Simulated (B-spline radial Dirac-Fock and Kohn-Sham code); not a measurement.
## How the binding energies of Rb⁸⁺ add up

System: the Rb⁸⁺ ion, [Ar] 3d10 4s1; nuclear rms radius 4.2036 fm (A = 85).

The run's input, task.json:

```json
{"items": [{
  "Z": 37,
  "q": 8,
  "cfg": [[1, 0, 2], [2, 0, 2], [2, 1, 6], [3, 0, 2], [3, 1, 6], [3, 2, 10], [4, 0, 1]],
  "A": 85,
  "rrms": 4.2036,
  "do": ["binding"]
}]}
```

Command: `python xray_run.py task.json out`

The computed values come from a radial atomic solver: Dirac-Fock energy differences between relaxed states, corrected for Breit and QED terms. The model has no electron correlation. Energies are counted from the vacuum level. Subshells whose hole state is unreliable or did not converge are left out.

All terms are in eV, carry their sign (relaxation lowers the binding energy) and add up to the binding energy; ⟨r⟩ is the mean radius of the orbital in the initial state.

```tsv
subshell	−ε (Koopmans)	relaxation	Breit	self-energy	vacuum polarisation	binding energy	⟨r⟩ (bohr)
K (1s)	15434.0	-47.50	-24.10	-13.26	1.41	15350.5	0.040
L1 (2s)	2243.1	-21.36	-1.92	-1.47	0.15	2218.4	0.177
L2 (2p1/2)	2039.8	-23.66	-3.32	0.15	-0.01	2013.0	0.152
L3 (2p3/2)	1978.4	-23.12	-2.19	0.02	-0.01	1953.1	0.156
M2 (3p1/2)	397.4	-4.06	-0.43	0.03	0.00	392.9	0.507
M3 (3p3/2)	387.7	-3.88	-0.25	0.01	0.00	383.5	0.517
M4 (3d3/2)	257.9	-4.35	-0.08	0.02	0.00	253.5	0.511
M5 (3d5/2)	256.3	-4.27	-0.01	0.02	0.00	252.0	0.514
N1 (4s)	149.6	-0.12	-0.05	-0.04	0.00	149.4	1.263
```

For the deepest level, K (1s), the Breit terms make up -0.157 % of the binding energy, QED -0.077 % and orbital relaxation -0.309 %.

Spin-orbit splittings: 2p 59.82 eV, 3p 9.36 eV, 3d 1.51 eV.

Going to the tabulated ground configuration of the next ion removes an electron from N1 (4s), computed at 149.4 eV. NIST lists 150.628 ± 0.025 eV as the ionisation energy of this species (measured), +1.20 eV from the computed value. The gap is mostly the missing electron correlation.
